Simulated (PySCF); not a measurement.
Compound: C5H6BF.
Bonds: C1–C2 (double), C2–F3, C2–B4, B4–C5, C5–C6 (triple), C6–C7. Hydrogens: H8, H9 on C1; H10 on B4; H11, H12, H13 on C7.

Method: PySCF 2.14.0, PBE0-D3(BJ)/def2-SVP geometry optimisation, gas phase; density fitting, grid level 1; the optimiser is geomeTRIC in internal coordinates, started from a GFN2-xTB structure with every atom displaced at random (about 0.01 Å).

Step 0: E = -8657.2692 eV
```
atom  x, y, z in Å  |  force x, y, z in eV/Å
C1     -2.2610    0.6311   -0.5439   -0.969   1.819  -0.705
C2     -2.1679   -0.5862   -0.0717   -0.280  -2.304   0.805
F3     -3.3403   -1.2952    0.0580    1.104   0.349  -0.016
B4     -0.8147   -1.2952    0.3478   -2.216   0.083  -0.255
C5      0.4474   -0.5763    0.2080    0.584   0.201   0.032
C6      1.5170   -0.0094    0.1223    0.868   0.428  -0.162
C7      2.8026    0.6556    0.0139   -1.222  -0.127  -0.224
H8     -3.2217    1.0842   -0.8213   -0.004  -0.226   0.065
H9     -1.4103    1.2717   -0.6608    0.799   0.214  -0.036
H10    -0.8816   -2.3965    0.7700    0.070  -0.635   0.239
H11     3.5708   -0.0643   -0.2078    0.756  -0.445  -0.107
H12     2.7629    1.4162   -0.7628    0.125   0.301  -0.349
H13     3.0008    1.1518    0.9500    0.386   0.343   0.714
```

Step 1: E = -8657.4299 eV
```
atom  x, y, z in Å  |  force x, y, z in eV/Å
C1     -2.3312    0.6694   -0.5173    0.170  -0.167   0.123
C2     -2.1992   -0.5979   -0.0871    0.221   0.211  -0.268
F3     -3.2646   -1.4071   -0.1318   -0.232  -0.042   0.127
B4     -0.8758   -1.2482    0.4033    0.093  -0.034  -0.104
C5      0.4502   -0.5361    0.2736   -0.240  -0.052   0.066
C6      1.5344    0.0096    0.1383    0.079   0.014   0.011
C7      2.8266    0.6429   -0.0099    0.092   0.007   0.034
H8     -3.2917    1.0553   -0.8595   -0.098   0.058  -0.045
H9     -1.4548    1.3234   -0.5296   -0.084  -0.055   0.042
H10    -0.9176   -2.3747    0.8376    0.011   0.009   0.051
H11     3.6106   -0.1011   -0.2386   -0.064   0.100   0.039
H12     2.8147    1.4011   -0.8082    0.028  -0.002  -0.007
H13     3.1025    1.1509    0.9309    0.024  -0.046  -0.068
```

Question: Estimate the geometry and energy of step 2. (The exact step hangs on the optimiser's Hessian estimate; all steps are aligned on step 1, rigid shifts and turns removed.)

Answer: E = -8657.4422 eV, largest force 0.070 eV/Å
```
atom  x, y, z in Å  |  force x, y, z in eV/Å
C1     -2.3074    0.6605   -0.5290    0.066   0.021   0.011
C2     -2.1916   -0.6082   -0.1077   -0.057   0.025   0.027
F3     -3.2966   -1.3702   -0.0704   -0.037  -0.056  -0.002
B4     -0.8739   -1.2774    0.3761   -0.014   0.037  -0.041
C5      0.4438   -0.5522    0.2586    0.030  -0.008  -0.001
C6      1.5254    0.0053    0.1334    0.009  -0.010   0.012
C7      2.8140    0.6539   -0.0057   -0.022   0.014   0.012
H8     -3.2668    1.0822   -0.8425    0.002  -0.025   0.031
H9     -1.4178    1.2914   -0.5494    0.011   0.000  -0.047
H10    -0.9193   -2.3943    0.8352    0.009   0.012  -0.003
H11     3.6073   -0.0784   -0.2231   -0.001   0.002   0.004
H12     2.8055    1.4091   -0.8069    0.000  -0.005  -0.003
H13     3.0814    1.1657    0.9331    0.006  -0.008  -0.002
```

The energy changes by -0.0123 eV. The first-order estimate −F·Δx gives -0.0238 eV and the mean of the old and new forces, exact on a quadratic surface, -0.0120 eV. The step makes an angle of 74° with the force vector and moves no atom by more than 0.078 Å.

The cost below is that of the whole optimisation. The run took 54 s of wall time on an Arm Neoverse V1 with one thread, on a shared host, and the process peaked at 0.52 GiB of memory.
